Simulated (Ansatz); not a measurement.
The same path of BrH + ClGeH3 (7 atoms, charge 0, multiplicity 1) was run 3 times with different band settings. Lost on the way: Ge1–H2, Br6–H7. Made: Ge1–Br6, H2–H7.

These are results of RKS BLYP-D4/def2-SVP in Ansatz, not measurements.

Relaxed end points:

```xyz
7
Properties=species:S:1:pos:R:3
Ge -0.300 -0.290 -0.053
H -0.687 -0.429 1.437
Cl 1.921 -0.266 -0.131
H -0.785 1.038 -0.679
H -0.731 -1.523 -0.887
Br 1.296 2.743 2.038
H 1.866 1.664 1.247
```

```xyz
7
Properties=species:S:1:pos:R:3
Ge -0.203 0.787 -0.510
H 1.561 -0.714 2.232
Cl 1.810 -0.070 -0.651
H -0.712 1.019 -1.954
H -1.069 -0.167 0.347
Br -0.080 2.860 0.567
H 1.273 -0.780 2.941
```

Common settings: movable images 5; climbing image yes; spring 5.0 eV/Å²; optimiser quadratic models (default); start path through a guess of the saddle point; end points relaxed.

| run | force threshold | iteration limit |
| --- | --- | --- |
| 1 | 0.05 eV/Å | 60 |
| 2 | 0.05 eV/Å | 6 |
| 3 | 0.2 eV/Å | 60 |

Question: What does each run give, and how far can it be trusted?

Answer: Run 1: converged after 20 iterations, highest image 1.707 eV above the first end. Neighbouring images differ by up to 2.1 eV, so the band resolves the path poorly. A vibrational analysis at the climbing image gives one clearly imaginary mode, 1041i cm⁻¹: a first-order saddle point.
Run 2: not converged after 6 iterations, highest image 0.849 eV above the first end. The band didn't meet its force threshold, so its energies are provisional: the largest band force was still 0.94 eV/Å, and over the last iterations the top moved between 0.85 and 1.24 eV.
Run 3: converged after 12 iterations, highest image 1.729 eV above the first end. The threshold of 0.2 eV/Å is loose, so the images may lie well off the minimum-energy path. Neighbouring images differ by up to 1.9 eV, so the band resolves the path poorly. The order of the stationary point at the top wasn't checked.
The orbitals stay closed-shell, which can raise the energy where a bond breaks towards radicals; this wasn't checked here.
